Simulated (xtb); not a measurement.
Job for xtb: GFN1-xTB on O (SMILES [O]).

```
$ xtb mol.xyz --gfn 1 --sp --chrg 0 --uhf 2
1

O      0.00000000     0.00000000     0.00000000
```

It printed:

```
[...]
           -------------------------------------------------
          |                Calculation Setup                |
           -------------------------------------------------



           -------------------------------------------------
          |                 G F N 1 - x T B                 |
           -------------------------------------------------

        Reference                      10.1021/acs.jctc.7b00118
      * Hamiltonian:
        H0-scaling (s, p, d)           1.850000    2.250000    2.000000
        zeta-weighting                 0.000000
      * Dispersion:
        s8                             2.400000
        a1                             0.630000
        a2                             5.000000
        s9                             0.000000
      * Repulsion:
        kExp                           1.500000
        rExp                           1.000000
      * Coulomb:
        alpha                          2.000000
        third order                    atomic
        anisotropic                    false
      * Halogen bond correction:
        rad-scale                      1.300000
        damping                        0.440000


          ...................................................
          :                      SETUP                      :
          :.................................................:
          :  # basis functions                   4          :
          :  # atomic orbitals                   4          :
          :  # shells                            2          :
          :  # electrons                         6          :
          :  # halogen bonds                     0          :
          :  max. iterations                   250          :
          :  Hamiltonian                  GFN1-xTB          :
          :  restarted?                      false          :
          :  GBSA solvation                  false          :
          :  PC potential                    false          :
          :  electronic temp.          300.0000000     K    :
          :  accuracy                    1.0000000          :
          :  -> integral cutoff          0.2500000E+02      :
          :  -> integral neglect         0.1000000E-07      :
          :  -> SCF convergence          0.1000000E-05 Eh   :
          :  -> wf. convergence          0.2000000E-04 e    :
          :  Broyden damping             0.4000000          :
          :  net charge                          0          :
          :  unpaired electrons                  2          :
          ...................................................

 iter      E             dE          RMSdq      gap      omega  full diag
   1     -4.3508382 -0.435084E+01  0.724E-14    0.00       0.0  T
   2     -4.3508382  0.000000E+00  0.579E-14    0.00       0.0  T
   3     -4.3508382  0.000000E+00  0.446E-14    0.00       0.0  T

   *** convergence criteria satisfied after 3 iterations ***

         #    Occupation            Energy/Eh            Energy/eV
      -------------------------------------------------------------
         1        2.0000           -0.8598745             -23.3984
         2        1.3333           -0.6573188             -17.8866
         3        1.3333           -0.6573188             -17.8866
         4        1.3333           -0.6573188             -17.8866 (HOMO)
      -------------------------------------------------------------
                  HL-Gap            0.6573188 Eh           17.8866 eV
             Fermi-level           -0.3289886 Eh           -8.9522 eV

 transition dipole moment (au) for excitation:           3           4
     X       Y       Z
   0.0000   0.0000   0.0000  total (au/Debye):    0.000   0.000
Note: The following floating-point exceptions are signalling: IEEE_DENORMAL
normal termination of xtb
 dE (eV)             :    0.000
 oscillator strength :  0.00000E+00

 SCC (total)                   0 d,  0 h,  0 min,  0.003 sec
 SCC setup                      ...        0 min,  0.000 sec (  6.502%)
 Dispersion                     ...        0 min,  0.000 sec (  2.744%)
 classical contributions        ...        0 min,  0.000 sec (  0.476%)
 integral evaluation            ...        0 min,  0.000 sec (  4.422%)
 iterations                     ...        0 min,  0.002 sec ( 65.632%)
 molecular gradient             ...        0 min,  0.000 sec (  2.340%)
 printout                       ...        0 min,  0.000 sec ( 16.890%)

         :::::::::::::::::::::::::::::::::::::::::::::::::::::
         ::                     SUMMARY                     ::
         :::::::::::::::::::::::::::::::::::::::::::::::::::::
         :: total energy              -4.350838196078 Eh    ::
         :: gradient norm              0.000000000000 Eh/a0 ::
         :: HOMO-LUMO gap              0.000000000000 eV    ::
         ::.................................................::
         :: SCC energy                -4.350838196078 Eh    ::
         :: -> electrostatic           0.000000000000 Eh    ::
         :: repulsion energy           0.000000000000 Eh    ::
         :: dispersion energy          0.000000000000 Eh    ::
         :: halogen bond corr.         0.000000000000 Eh    ::
         :: add. restraining           0.000000000000 Eh    ::
         :: total charge              -0.000000000000 e     ::
         :::::::::::::::::::::::::::::::::::::::::::::::::::::

           -------------------------------------------------
          |                Property Printout                |
           -------------------------------------------------

    * Orbital Energies and Occupations

         #    Occupation            Energy/Eh            Energy/eV
      -------------------------------------------------------------
         1        2.0000           -0.8598745             -23.3984
         2        1.3333           -0.6573188             -17.8866
         3        1.3333           -0.6573188             -17.8866
         4        1.3333           -0.6573188             -17.8866 (HOMO)
      -------------------------------------------------------------
                  HL-Gap            0.6573188 Eh           17.8866 eV
             Fermi-level           -0.3289886 Eh           -8.9522 eV

  Mulliken/CM5 charges         n(s)   n(p)   n(d)
     1O    -0.00000 -0.00000   2.000  4.000  0.000

Wiberg/Mayer (AO) data.
largest (>0.10) Wiberg bond orders for each atom

 ---------------------------------------------------------------------------
     #   Z sym  total        # sym  WBO       # sym  WBO       # sym  WBO
 ---------------------------------------------------------------------------
     1   8 O    0.000
 ---------------------------------------------------------------------------


 dipole moment from electron density (au)
     X       Y       Z
   0.0000   0.0000   0.0000  total (Debye):    0.000


           -------------------------------------------------
          | TOTAL ENERGY               -4.350838196078 Eh   |
          | GRADIENT NORM               0.000000000000 Eh/α |
          | HOMO-LUMO GAP              17.886554000000 eV   |
           -------------------------------------------------

------------------------------------------------------------------------
------------------------------------------------------------------------
 total:
 SCF:
```

The run finished.

Cost: around 0.06 core-seconds (rough).
